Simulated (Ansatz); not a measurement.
`[OH][Sc]([Cl])[Cl]` + CH₃OH → `C[O][Sc]([OH])[Cl]` + HCl at 500 K and 1 bar (ligand exchange at the Sc–Cl bond).

Gas-phase electronic energies from Ansatz, PBE0-D4/def2-TZVP geometries. CCSD(T)/CBS is the MP2 limit (def2-TZVPP, def2-QZVPP) plus CCSD(T) − MP2 in def2-TZVPP, frozen cores. This one scheme is used for every species. For Sc outer-core shells are correlated without core-valence functions, which leaves a few kJ/mol of doubt a bond. Scalar relativity is left out up to krypton. One conformer a species, not always the lowest.

```
             species  CCSD(T)/CBS energy (Eh)  H − E (kJ/mol)  S (J/(mol·K))
`[OH][Sc]([Cl])[Cl]`              -1755.74696            77.0          392.1
               CH₃OH               -115.61712           157.0          265.4
`C[O][Sc]([OH])[Cl]`              -1410.97112           195.0          465.2
                 HCl               -460.38127            32.5          201.9
```

H − E and S are ideal-gas, rigid-rotor, harmonic terms from PBE0-D4/def2-TZVP, for one conformer and one mirror image of each species. 1 Eh = 2625.50 kJ/mol, R = 8.31446 J/(mol·K).

Task: By hand: ΔE, ΔH, ΔS and ΔG.

Result: ΔE = (-1410.97112) + (-460.38127) − (-1755.74696) − (-115.61712) = 0.01169 Eh = 30.7 kJ/mol. Δ(H − E) = 195.0 + 32.5 − 77.0 − 157.0 = -6.5, so ΔH = 24.2 kJ/mol. ΔS = 465.2 + 201.9 − 392.1 − 265.4 = 9.6 J/(mol·K). ΔG = 24.2 − 500 × (9.6)/1000 = 19.4 kJ/mol.

Task: By hand: the equilibrium constant, and the temperature at which ΔG would vanish if ΔH and ΔS stayed fixed.

Result: log₁₀ K = −ΔG/(RT ln 10) = -2.0. ΔG = 0 at ΔH/ΔS = 2521 K, far beyond where these terms or the molecules hold.

The number of gas molecules stays the same, so ΔS is small and ΔH decides. A doubt of 5 kJ/mol in ΔE shifts log₁₀ K by 0.5 here. Other conformers and mirror images would add mixing entropy, several J/(mol·K) or more a flexible species. Modes under 60 cm⁻¹, often nearly free rotors, make the harmonic entropy too high. These are equilibria of isolated gas molecules and say nothing of rates. Largest T1 diagnostic: 0.015 (customary marks: 0.02 for closed shells, 0.045 for open ones).
